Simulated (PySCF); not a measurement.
Dipole response of Hf⁵⁰⁺ (hafnium, charge +50)

[Ar] 3d4, high-spin 5D determinant. Calculation: PySCF 2.14, in an even-tempered Gaussian basis (17 s from 12 bohr⁻², ratio 2.5; 12 p from 15 bohr⁻², ratio 2.5; 7 d from 15 bohr⁻², ratio 2.5; 4 f from 56 bohr⁻², ratio 2.7; 3 g from 84 bohr⁻², ratio 2.7); scalar relativity by spin-free X2C-1e. Coupled (time-dependent) response in atomic units; α is the mean over directions.

```tsv
method	mean α (bohr³)	α xx, yy, zz	C₆ (like pair)	S(−4)
UHF	0.003303	0.003445, 0.003445, 0.003019	0.0002432	8.466e-06
PBE0	0.003297	0.003441, 0.003441, 0.003008	0.0002429	8.422e-06
```

S(−4) is the Cauchy moment in α(ω) = α(0) + S(−4) ω² + …

Spin-orbit coupling is absent.

α(iu) at PBE0:

```json
{"u (hartree)": "0", "α(iu) (bohr³)": "0.003297"}
{"u (hartree)": "3.00", "α(iu) (bohr³)": "0.003223"}
{"u (hartree)": "6.00", "α(iu) (bohr³)": "0.003027"}
{"u (hartree)": "12.0", "α(iu) (bohr³)": "0.002488"}
{"u (hartree)": "18.0", "α(iu) (bohr³)": "0.002008"}
{"u (hartree)": "24.0", "α(iu) (bohr³)": "0.001665"}
{"u (hartree)": "30.0", "α(iu) (bohr³)": "0.001428"}
{"u (hartree)": "45.0", "α(iu) (bohr³)": "0.001084"}
{"u (hartree)": "60.0", "α(iu) (bohr³)": "0.0008897"}
{"u (hartree)": "90.0", "α(iu) (bohr³)": "0.0006491"}
{"u (hartree)": "150", "α(iu) (bohr³)": "0.0003844"}
```

A single London oscillator, α(iu) = α/(1 + u²/ω²), gives C₆ = (3/4) ω α². Matching the computed C₆ needs ω = 4 × 0.0002429 / (3 × 0.003297²) = 29.8 hartree.

For an ion, C₆ is the dispersion term alone; charge-induced terms of lower order in 1/R come first.

The components differ because the open shell of this determinant is not spherical; for a pure term their mean is the scalar polarisability.

Spin-orbit coupling is strong in this species (close to jj coupling), so the high-spin LS determinant is a model state, not a physical level.
